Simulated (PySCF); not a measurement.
Electron correlation in Dy (dysprosium, neutral)

[Xe] 4f10 5d1 6s1, one real determinant (an excited configuration). All numbers are calculated (PySCF 2.14, scalar relativity by spin-free X2C-1e, in cc-pVDZ-X2C). Frozen: [Kr] 4d10; 20 electrons correlated.

| level | correlation energy (mhartree) |
| --- | --- |
| CCSD | -636.40 |
| (T) | -26.89 |
| CCSD(T) | -663.29 |

Diagnostics: T1 = 0.021, D1 = 0.0703, largest double amplitude 0.095.

The real determinant used has ⟨L²⟩ near 40 against 72 for a pure L term, so it mixes terms. Spin-orbit coupling, absent here, splits the open shell strongly.

Cost of the coupled-cluster step: about 30 core-seconds, for 20 correlated electrons.

The reference is one real determinant that mixes LS terms of this configuration.
